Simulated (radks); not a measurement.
All-electron atom: the tellurium ion Te2+ in [Kr] 4d10 5s2 5p1 7d1 (not the ground configuration).

Method: scalar-relativistic Kohn-Sham, r2SCAN, spin-polarised, spherical densities, finite nucleus; open shells are filled with parallel spins first (spin-orbit coupling, left out, can overturn this in heavy ions); meta-GGA in the generalised Kohn-Sham scheme; Fermi nuclear charge, rms radius 4.7423 fm; computed with a radial shooting solver on a logarithmic mesh with Libxc functionals.

Energy parts (eV):
part                       energy
total                 -184856.869
kinetic                193686.164
electron-nucleus      -445788.066
Hartree                 72013.954
exchange-correlation    -4768.920

Orbitals (lengths in bohr, moments of r in powers of bohr; r(90%) holds 90 % of the orbital's charge):
| orbital | occ. | eigenvalue (eV) | <1/r> | r(90%) | <r^2> |
|---|---|---|---|---|---|
| 1s up | 1 | -31713.11 | 55.57 | 0.0500 | 0.001049 |
| 1s down | 1 | -31713.05 | 55.57 | 0.0500 | 0.001048 |
| 2s up | 1 | -4903.641 | 12.73 | 0.185 | 0.01693 |
| 2s down | 1 | -4903.632 | 12.73 | 0.185 | 0.01693 |
| 2p up | 3 | -4401.811 | 12.18 | 0.171 | 0.01340 |
| 2p down | 3 | -4401.771 | 12.18 | 0.171 | 0.01340 |
| 3s up | 1 | -1004.974 | 4.560 | 0.472 | 0.1181 |
| 3s down | 1 | -1004.943 | 4.560 | 0.472 | 0.1181 |
| 3p up | 3 | -840.7316 | 4.331 | 0.480 | 0.1186 |
| 3p down | 3 | -840.6885 | 4.331 | 0.480 | 0.1186 |
| 3d up | 5 | -592.8232 | 4.088 | 0.466 | 0.1043 |
| 3d down | 5 | -592.7769 | 4.088 | 0.466 | 0.1043 |
| 4s up | 1 | -196.5238 | 1.815 | 1.10 | 0.6619 |
| 4s down | 1 | -196.4142 | 1.814 | 1.10 | 0.6623 |
| 4p up | 3 | -145.3635 | 1.660 | 1.20 | 0.7683 |
| 4p down | 3 | -145.2670 | 1.659 | 1.20 | 0.7681 |
| 4d up | 5 | -70.4835 | 1.373 | 1.48 | 1.093 |
| 4d down | 5 | -70.3176 | 1.376 | 1.47 | 1.084 |
| 5s up | 1 | -40.7809 | 0.6687 | 2.78 | 4.202 |
| 5s down | 1 | -39.2942 | 0.6774 | 2.76 | 4.138 |
| 5p up | 1 | -29.3801 | 0.5752 | 3.21 | 5.561 |
| 7d up | 1 | -4.3343 | 0.1172 | 15.7 | 146.4 |

The highest occupied level is 7d up at -4.334 eV. The electron density at the nucleus is 2.349e+05 e/bohr^3 (large components only). The spin density at the nucleus is -2.274 e/bohr^3 (1s -0.268, 2s 0.098, 3s 0.162, 4s 0.550, 5s -2.815).

Empty levels of this run are not shown, since the potential may be unsettled where no density lies.
